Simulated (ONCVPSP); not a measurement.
## How hard is this manganese (Mn) ONCV potential?

manganese, optimised norm-conserving Vanderbilt (ONCV), made with ONCVPSP 4.0.1 (PBEsol, scalar-relativistic). Core [Ar], reference 3d6 4s1. Waves: 4s: rc 2.55 bohr, ncon 5, nbas 8, qcut 3 1/bohr, 1 projector; p scattering state at 0.08 Ha: rc 2.50 bohr, ncon 3, nbas 7, qcut 2.6 1/bohr, 2 projectors, debl 1.8 Ha; 3d: rc 1.90 bohr, ncon 5, nbas 9, qcut 8.4 1/bohr, 3 projectors, debl 0.5 Ha. Local part: polynomial inside 1.80 bohr (lpopt 5, dvloc0 4 Ha). Core correction: none.

Q: For each optimised wave give the share of its norm inside rc, the residual kinetic energy above qcut (Ha) and the cutoffs (Ha) for errors of 10, 1, 0.1 and 0.01 mHa per electron.

A:

```
         wave  norm inside rc  residual KE  10 mHa  1 mHa  0.1 mHa  0.01 mHa
           4s           0.321      2.7e-04     2.2    3.7      6.6      18.4
p projector 1           0.269      3.4e-04     0.9    2.5      7.2      23.9
p projector 2           0.165      3.3e-02     4.7    9.3     24.6      31.5
           3d           0.793      2.7e-05    24.7   29.3     33.3      64.6
d projector 2           0.102      1.5e-05    22.3   28.0     32.3      36.2
d projector 3           0.078      3.3e-05    23.0   29.0     33.4      40.3
```

The occupied waves need 29 Ha and 33 Ha for 1 and 0.1 mHa.
